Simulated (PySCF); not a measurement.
Input of a run (PBE0-D3(BJ)/def2-SVP geometry optimisation, gas phase (PySCF 2.14.0)), started from GFN2-xTB:
```
{"job": {"xc": "PBE0", "basis": "def2-SVP", "d3": "d3bj", "grid": 1, "shake": 0.01, "kind": "geom"}, "charge": 0, "multiplicity": 1}
F      1.847690     1.222200    -0.178170
B      1.184780     0.094850    -0.149560
F      1.960500    -0.944870    -0.281840
Ge    -0.774400    -0.053420     0.082580
H     -1.202460    -0.627460     1.397720
H     -1.458440    -0.957730    -0.904770
H     -1.523720     1.237330    -0.015870
```

Output (energies in Eh, forces in Eh/bohr):
```
step   0  E = -2302.51911181  max force = 0.025514
step   1  E = -2302.52582544  max force = 0.009610
step   2  E = -2302.52608101  max force = 0.004296
step   3  E = -2302.52621487  max force = 0.001063
step   4  E = -2302.52624726  max force = 0.000311
step   5  E = -2302.52624826  max force = 0.000152
optimisation converged
```

Task: Summarise the run.

Result: The energy falls by 4.5 kcal/mol over 6 energy and gradient evaluations, the largest force component goes from 0.0255 to 1.5e-04 Eh/bohr, and the atoms move by 0.067 Å rms after alignment. The bond that changes most is B2–Ge4 (ends: three-coordinate boron; germanium bonded to B and 3 H), which lengthens by 0.096 Å. Bonds longer at the end by more than 0.005 Å: 6 of 6; shorter: 0. Among the angles that change most is H5–Ge4–H6, from 102.5° to 107.7°. The energy never rose by more than 1e-6 Eh on the way. The first step brought 94 % of the lowering.

Task: What are the final bond lengths?

Result: F1–B2 1.318 Å, B2–F3 1.318 Å, B2–Ge4 2.075 Å, Ge4–H5 1.540 Å, Ge4–H6 1.539 Å, Ge4–H7 1.537 Å. Numbering counts from 1 in the input's order; the species is `F[B](F)[GeH3]`.

The run used 89 basis functions and 38 SCF cycles in all.

No frequency check.
